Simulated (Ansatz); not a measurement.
Basis-set extrapolation for `FC1=CC(F)(F)C(F)(F)C1(F)F` (PBE0-D4/def2-TZVP geometry, frozen core, Ansatz 0.2.0). Multiplicity 1, RHF reference.

|  | def2-TZVPP | def2-QZVPP |
| --- | --- | --- |
| HF | -886.335765 | -886.372837 |
| MP2 correlation | -2.489407 | -2.709093 |
| CCSD(T) correlation | -2.593914 | not run |

Energies in hartree. Use E(X) = E(∞) + A·exp(−7.88·√X) for Hartree–Fock and E(X) = E(∞) + B·X^(−2.97) for correlation, with X = 3 and 4, and add CCSD(T) minus MP2 of the smaller set to the MP2 limit.

Task: What is the CCSD(T) energy at the basis-set limit?

Result: HF limit: -886.372837 + (-0.037072) × 0.13774 = -886.37794. MP2 limit: -2.709093 + (-0.219686) × 0.74074 = -2.87182. Higher-order term: -2.593914 − (-2.489407) = -0.10451. Total: -889.35427 hartree, 266.4 kcal/mol below CCSD(T)/def2-TZVPP.
